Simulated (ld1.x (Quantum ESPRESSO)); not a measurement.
# caesium (Cs): variants of one TM potential

Base potential:

* Element: Cs (Z = 55)
* Generator: ld1.x (Quantum ESPRESSO) 7.5
* Type: norm-conserving Troullier–Martins (Kleinman–Bylander form)
* Functional: PBE
* Relativity: scalar-relativistic
* Frozen core: [Kr] 4d10
* Valence charge: 9
* Reference configuration: 5s2 5p6 5d0 6s1 6p0
* Partial waves: 5s (bound): rc 1.75 bohr; 5p (bound): rc 3.20 bohr; 5d (bound, empty): rc 4.20 bohr
* Local potential: all-electron potential smoothed inside 2.00 bohr (lloc = -1)
* Core correction: a·sin(br)/r model core inside 1.30 bohr

Occupied shells without a wave of their own: 6s. They enter only through the test configuration that unscreens the potential, and ld1.x also counts them in the model core charge.

All-electron outer shells of the reference configuration (PBE, scalar-relativistic, ld1.x):

```tsv
shell	level (eV)	outermost node (bohr)	outermost maximum (bohr)
4p	-160.81	0.36	0.67
4d	-74.25	0.33	0.72
5s	-26.73	0.82	1.54
5p	-13.52	0.89	1.79
6s	-2.09	2.11	4.80
6p	-0.74	2.61	6.72
5d	-0.38	1.06	3.51
```

Cutoffs, loose and tight: the cutoffs (Ry, on a coarse ladder) from which the occupation-weighted sum of valence levels, in a spherical-Bessel basis at the reference potential, stays within 10 and 1 mRy of its value at 400 Ry. They do not see the model core or the augmentation charge, which bear on the density cutoff. Test errors are all-electron minus pseudo excitation energies from the reference, over the configurations 5s2 5p6 5d0 6s0 6p0; 5s2 5p6 5d0 6s0.5 6p0; 5s2 5p6 5d0 6s0 6p1; 5s2 5p5 5d0 6s1 6p0; 5s2 5p6 5d0.5 6s0.5 6p0; 5s1 5p6 5d0 6s1 6p0; 5s2 5p6 5d1 6s0 6p0. A dash means not determined; rows that change the core or the reference have their own tests. The largest error is taken over the tests solved by every variant that gives reliable tests at all: 5s2 5p6 5d0 6s0 6p0; 5s2 5p6 5d0 6s0 6p1; 5s2 5p6 5d0 6s0.5 6p0; 5s2 5p6 5d0.5 6s0.5 6p0; 5s2 5p6 5d1 6s0 6p0.

With those shells counted twice in exchange and correlation these files are broken, and their errors move erratically; no question is asked of them.

A true bound ghost makes a file unfit for plane-wave use even where its test errors are small: the radial tests pick states by their node count and pass the ghost by. Where a test does run into it, the solver fails or the error is huge.

| change | outcome | cutoff, loose | cutoff, tight | bound ghosts | largest test error (meV) |
| --- | --- | --- | --- | --- | --- |
| base | generated | 35 Ry | 70 Ry | none | -209 |
| all radii but the core radius scaled by about 0.76 (s 1.34, p 2.44, d 3.20 bohr); local potential all-electron potential smoothed inside 1.52 bohr (lloc = -1) | generated | 80 Ry | 140 Ry | s | -83 |
| all radii but the core radius scaled by about 0.82 (s 1.44, p 2.62, d 3.44 bohr); local potential all-electron potential smoothed inside 1.64 bohr (lloc = -1) | generated | 40 Ry | 90 Ry | s | -57 |
| all radii but the core radius scaled by about 0.88 (s 1.54, p 2.82, d 3.70 bohr); local potential all-electron potential smoothed inside 1.76 bohr (lloc = -1) | generated, misses its reference levels by 0.19 eV | 40 Ry | 70 Ry | s | +177 |
| all radii but the core radius scaled by about 0.95 (s 1.66, p 3.04, d 3.98 bohr); local potential all-electron potential smoothed inside 1.90 bohr (lloc = -1) | failed: run_pseudo: Errors in PS-KS equation | – | – | – | – |
| all radii but the core radius scaled by about 1.06 (s 1.84, p 3.38, d 4.44 bohr); local potential all-electron potential smoothed inside 2.12 bohr (lloc = -1) | generated | 35 Ry | 60 Ry | none | -182 |
| all radii but the core radius scaled by about 1.11 (s 1.94, p 3.56, d 4.68 bohr); local potential all-electron potential smoothed inside 2.22 bohr (lloc = -1) | generated | 35 Ry | 55 Ry | none | -165 |
| all radii but the core radius scaled by about 1.19 (s 2.08, p 3.82, d 5.00 bohr); local potential all-electron potential smoothed inside 2.38 bohr (lloc = -1) | generated | 30 Ry | 40 Ry | none | -142 |
| all radii but the core radius scaled by about 1.25 (s 2.18, p 4.00, d 5.24 bohr); local potential all-electron potential smoothed inside 2.50 bohr (lloc = -1) | generated | 30 Ry | 40 Ry | none | -116 |
| all radii but the core radius scaled by about 1.33 (s 2.32, p 4.26, d 5.58 bohr); local potential all-electron potential smoothed inside 2.66 bohr (lloc = -1) | generated | 21 Ry | 35 Ry | none | -100 |
| all radii but the core radius scaled by about 1.40 (s 2.46, p 4.48, d 5.88 bohr); local potential all-electron potential smoothed inside 2.80 bohr (lloc = -1) | generated | 15 Ry | 30 Ry | none | -67 |

Reading the sweep of the scale of all radii but the core radius (base = 1) (base included, trends over the rows without a ghost): The loose cutoff falls from 35 Ry at 1 to 15 Ry at 1.4. A larger radius leaves more room for a smooth pseudo-wave, so fewer plane waves are needed; a smaller one forces it to follow the all-electron wave where it bends sharply. The median size of the test errors (rows with all tests solved) is not monotonic: lowest 17.9 meV at 1.33, highest 69.9 meV at 1. Bound ghosts are found at 0.76, 0.82, 0.88. The generation fails at 0.95.
